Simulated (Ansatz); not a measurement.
One geometry of [In(CN)H3]- (CH₃InN⁻), several levels of theory.

```yaml
crystal:
  periodic: [false, false, false]
  atoms:
    - {symbol: In, position_ang: [-0.009940, -0.005194, -0.706141]}
    - {symbol: C, position_ang: [0.019529, 0.014260, 1.528357]}
    - {symbol: N, position_ang: [0.038618, 0.020104, 2.690727]}
    - {symbol: H, position_ang: [1.679604, -0.004153, -1.192165]}
    - {symbol: H, position_ang: [-0.869095, 1.455479, -1.174493]}
    - {symbol: H, position_ang: [-0.858715, -1.480496, -1.146286]}
basis:
  gaussian: {orbitals: def2-TZVPD, initial_orbitals: start.molden}
total_charge: -1
magnetization: {spin_polarized: true, initial_magnetization: 2}
hamiltonian: {xc: pbe, dispersion: d4}
scf: {omitted_lower_state_checks: [starts]}
output: {orbitals: {seedname: orbitals}}
```

The file start.molden holds the orbitals of an earlier run on this structure, at another level or in another basis.

```sh
$ ansatz run in.yaml --threads 4 --pin off --events-out ev --progress --plain --max-ram 3916MiB
```

Output, abridged:

```
Functional definition: PBE
937 factors; their error is unknown
mean field evaluation 1: about -7742.8943 eV, gradient 5.1e0 eV
mean field evaluation 2: about -7743.0150 eV, gradient 2.9e-1 eV
mean field evaluation 4: about -7743.0154 eV, gradient 1.6e-1 eV
mean field evaluation 8: about -7743.0157 eV, gradient 1.4e-4 eV
mean field evaluation 16: about -7743.0157 eV, gradient 1.0e-5 eV
a density is far from that of the atoms, so the factors are made again for it
1254 factors; integrals over basis functions are off by at most 1.1e-3 eV
mean field -7743.01566951 eV, -284.5505774501 hartree, gradient 1.4e-5 eV, S^2 2.006833; 0 other end points of the search recorded, 0 dependent functions left out
reference -7743.01571324 eV, -284.5505790572 hartree; 20, 18 occupied and 137, 139 virtual orbitals, 1254 factors
Total energy: -7743.13651138 eV, -284.5550183068 hartree
Checks for a lower state left out: starts
```

Run time 9.5 s (4 threads of Arm Neoverse V1 on a shared host).

As the first input, with `gaussian: {orbitals: def2-TZVPD}`, `hamiltonian: {xc: pbe0, dispersion: d4}` (abridged; 10 s):

```
Functional definition: PBE0
mean field evaluation 16: about -7742.7106 eV, gradient 4.4e-2 eV
mean field evaluation 32: about -7742.7110 eV, gradient 1.6e-4 eV
mean field -7742.71099838 eV, -284.5393809926 hartree, gradient 1.0e-5 eV, S^2 2.011929
Total energy: -7742.81376886 eV, -284.5431577379 hartree
Checks for a lower state left out: starts
```

First input, but with `hamiltonian: {xc: r2scan, dispersion: d4}` (abridged; 25 s):

```
Functional definition: r2SCAN
mean field evaluation 16: about -7746.4343 eV, gradient 2.1e-5 eV
a density is far from that of the atoms, so the factors are made again for it
mean field -7746.43425580 eV, -284.6762081789 hartree, gradient 9.5e-6 eV, S^2 2.013268
Total energy: -7746.46318007 eV, -284.6772711262 hartree
Checks for a lower state left out: starts
```

Geometry: r2SCAN-D4/def2-TZVPD, that of the charge -1 singlet.

In the def2 sets In takes a core potential; there is no spin–orbit coupling. At PBE-D4/def2-TZVPD, PBE0-D4/def2-TZVPD, r2SCAN-D4/def2-TZVPD the highest occupied level of the charge -1 triplet lies above zero (up to 1.56 eV). By energy differences it is unbound by 0.37 eV (vertical, against the charge 0 doublet, at r2SCAN-D4/def2-TZVPD) and held by the finite basis. At PBE-D4/def2-TZVPD the gap within one spin of the charge -1 triplet nearly closes, so an electron or hole may be smeared out by delocalisation error. At PBE0-D4/def2-TZVPD a singlet of charge -1 lies 5.49 eV below the triplet at the same geometry.
